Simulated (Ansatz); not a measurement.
`[SiH3][O][InH2]` + `BN` → `BN[SiH3]` + `[OH][InH2]` at 700 K and 1 bar (ligand exchange at the Si–O bond).

Gas-phase electronic energies from Ansatz, PBE0-D4/def2-TZVP geometries. CBS: MP2 limit from def2 TZ/QZ plus the TZ coupled-cluster correction, frozen cores. This one scheme is used for every species. def2 core potentials past Kr. For In outer-core shells are correlated without core-valence functions, which leaves a few kJ/mol of doubt a bond.

```tsv
species	CCSD(T)/CBS energy (Eh)	H − E (kJ/mol)	S (J/(mol·K))
`[SiH3][O][InH2]`	-557.10255	174.0	443.4
`BN`	-81.93499	163.7	282.2
`BN[SiH3]`	-372.22946	227.4	384.8
`[OH][InH2]`	-266.78179	108.6	338.8
```

H − E and S are ideal-gas, rigid-rotor, harmonic terms from PBE0-D4/def2-TZVP. 1 Eh = 2625.50 kJ/mol, R = 8.31446 J/(mol·K).

By hand: ΔE, ΔH, ΔS and ΔG.

ΔE = (-372.22946) + (-266.78179) − (-557.10255) − (-81.93499) = 0.02629 Eh = 69.0 kJ/mol. Δ(H − E) = 227.4 + 108.6 − 174.0 − 163.7 = -1.7, so ΔH = 67.3 kJ/mol. ΔS = 384.8 + 338.8 − 443.4 − 282.2 = -2.0 J/(mol·K). ΔG = 67.3 − 700 × (-2.0)/1000 = 68.7 kJ/mol.

By hand: the equilibrium constant, and the temperature at which ΔG would vanish if ΔH and ΔS stayed fixed.

log₁₀ K = −ΔG/(RT ln 10) = -5.1. ΔH and −TΔS have one sign here, so there is no such temperature. One of them is within its doubt of zero, so this could turn.

The number of gas molecules stays the same, so ΔS is small and ΔH decides. A doubt of 5 kJ/mol in ΔE shifts log₁₀ K by 0.4 here. Modes under 60 cm⁻¹, often nearly free rotors, make the harmonic entropy too high. These are equilibria of isolated gas molecules and say nothing of rates. Largest T1 diagnostic: 0.017 (customary marks: 0.02 for closed shells, 0.045 for open ones).
